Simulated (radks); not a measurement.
Task: All-electron atom: Ce2+ in [Xe] 4f2 (the NIST ground configuration). Method: scalar-relativistic Kohn-Sham, LDA (Slater exchange, Perdew-Wang correlation), spin-polarised, spherical densities, point nucleus; open shells are filled with parallel spins first (spin-orbit coupling, left out, can overturn this in heavy ions); computed with a radial shooting solver on a logarithmic mesh with Libxc functionals. Some entries of the table are withheld. Estimate them.

orbital  occ.  eigenvalue (hartree)  <1/r> (bohr^-1)  <r> (bohr)
1s down     1             -1478.662            63.29     0.02459
1s up       1             -1478.662            63.29     0.02459
2s up       1             -236.9737            14.59      0.1053
2s down     1             -236.9734            14.59      0.1053
2p up       3             -212.3654            13.82     0.09239
2p down     3             -212.3652            13.82     0.09239
3s up       1             -51.15035            5.293      0.2790
3s down     1             -51.13352            5.294      0.2790
3p up       3             -43.32304            5.014      0.2770
3p down     3             -43.30634            5.016      0.2769
3d up       5             -32.17602            4.759      0.2537
3d down     5             -32.16283            4.760      0.2536
4s up       1             -10.52037            2.208      0.6390
4s down     1             -10.47326            2.209      0.6389
4p up       3              -7.97005            2.034      0.6774
4p down     3              -7.92240            2.035      0.6772
4d up       5              -4.30185            1.767      0.7501
4d down     5              -4.25378            1.768      0.7500
5s up       1              -1.86045              (1)       1.537
5s down     1              -1.82723              (2)       1.545
5p up       3              -1.23807           0.7310       1.787
5p down     3              -1.21143           0.7249       1.799
4f up       2              -0.50260            1.139         (3)
4f down     0              -0.46143            1.121         (4)

Result: 
(1) 5s up <1/r> (bohr^-1): 0.8612
(2) 5s down <1/r> (bohr^-1): 0.8562
(3) 4f up <r> (bohr): 1.202
(4) 4f down <r> (bohr): 1.237
